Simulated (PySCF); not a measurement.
NMR data simulated for an unnamed compound:

1H NMR (400 MHz, computed): δ 6.86 (m, 1H), 4.33 (m, 1H), 4.08 (m, 1H), 4.02 (m, 1H), 2.41 (m, 1H), 2.21 (m, 1H), 1.74 (m, 1H), 1.61 (m, 1H), 1.51 (m, 1H), 0.91 (m, 1H).

13C{1H} NMR (computed): δ 151.5 (CH), 125.1 (C), 124.6 (C), 34.0 (CH2), 28.8 (CH), 13.0 (CH2), 7.5 (CH2).

[PySCF: NMR shieldings at PBE0/pcSseg-1/GIAO; GFN2-xTB structure; non-relativistic; no solvent; a single conformation]

Shifts are taken against calculated references (same method and geometry level): 1H (σref 31.72), 13C (σref 186.93) vs TMS.

Task: Which of these does the molecule contain: an ester, a nitrile, an OH group, a Si–H bond, a CF3 group, a non-aromatic C=C double bond?

Result: 
- An ester: no.
- A nitrile: yes (δC 124.6).
- An OH group: no.
- A Si–H bond: yes (δH 4.02 (m), 4.33 (m)).
- A CF3 group: no.
- A non-aromatic C=C double bond: yes.

The data belong to `N#C[C@@H]1CC[SiH2]C/C1=C/F`, C7H10FNSi; they needn't prove each group on their own.

Carbon signals by region: 3 in the sp2 and nitrile region (100–160 ppm), 4 below 50 ppm.

Splittings by 19F in the carbon and heteronuclear signals aren't shown, as no couplings were computed. Shifts are as computed. Against solution values, carbons near 30 ppm lie about +3 ppm off and those near 130 ppm about +5 ppm. Of 1309 compounds with measured shifts, 239 miss one by over three times the rms of a fit or turn the order of signals round; such compounds aren't used in these exercises. Multiplicities follow the n + 1 count of equivalent neighbours, as no J values were calculated; m marks all less simple cases, F and P coupling included.
